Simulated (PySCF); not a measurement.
Si(OH)(OEt)2(NH2), SMILES CCO[Si](N)(O)OCC (C4H13NO3Si), GFN2-xTB optimised geometry.

```
22

C     -0.69     2.46    -0.37
C     -0.01     1.18    -0.81
O     -0.46     0.11     0.00
Si     0.06    -1.43     0.00
N     -0.56    -2.21     1.41
O      1.68    -1.43     0.00
O     -0.37    -2.27    -1.33
C     -1.66    -2.52    -1.80
C     -1.59    -2.99    -3.25
H     -0.45     2.67     0.67
H     -0.35     3.29    -0.99
H     -1.77     2.37    -0.46
H      1.08     1.26    -0.72
H     -0.25     0.96    -1.86
H     -0.28    -1.82     2.30
H     -1.55    -2.41     1.44
H      2.13    -2.26    -0.12
H     -2.13    -3.29    -1.18
H     -2.27    -1.61    -1.73
H     -1.13    -2.22    -3.87
H     -2.59    -3.20    -3.62
H     -0.99    -3.89    -3.31
```

Density from CAM-B3LYP/def2-SVP (PySCF) at that geometry.

Minimum of the electron density along straight lines between bonded atoms, close to the bond critical point (lines longer than 1.1 times the sum of covalent radii, or with two minima, are not listed):

```csv
bond,length / Å,ρ at the minimum / e bohr⁻³,∇²ρ there / e bohr⁻⁵,position (fraction from the first atom)
C1–C2,1.521,0.253,-0.61,0.49
C2–O3,1.410,0.251,-0.33,0.34
O3–Si4,1.626,0.130,1.07,0.59
Si4–N5,1.727,0.126,___,0.40
Si4–O6,1.623,0.133,1.10,0.41
Si4–O7,1.629,0.129,1.06,0.41
O7–C8,1.403,0.255,-0.34,0.66
C8–C9,1.522,0.252,-0.61,0.51
C1–H10,1.087,0.278,-1.04,0.63
C1–H11,1.087,0.276,-1.02,0.63
C1–H12,1.087,0.277,-1.03,0.63
C2–H13,1.095,0.284,-1.09,0.64
C2–H14,1.097,0.281,-1.06,0.63
N5–H15,1.007,0.330,-1.52,0.77
N5–H16,1.006,0.331,-1.52,0.76
O6–H17,0.953,0.354,___,0.82
C8–H18,1.097,0.281,-1.06,0.63
C8–H19,1.097,0.281,-1.07,0.63
C9–H20,1.087,0.278,-1.04,0.63
C9–H21,1.087,0.276,-1.02,0.63
C9–H22,1.087,0.278,-1.04,0.63
```

Some entries are withheld; supply them.


- Si4–N5, ∇²ρ there / e bohr⁻⁵: 0.73
- O6–H17, ∇²ρ there / e bohr⁻⁵: -2.49
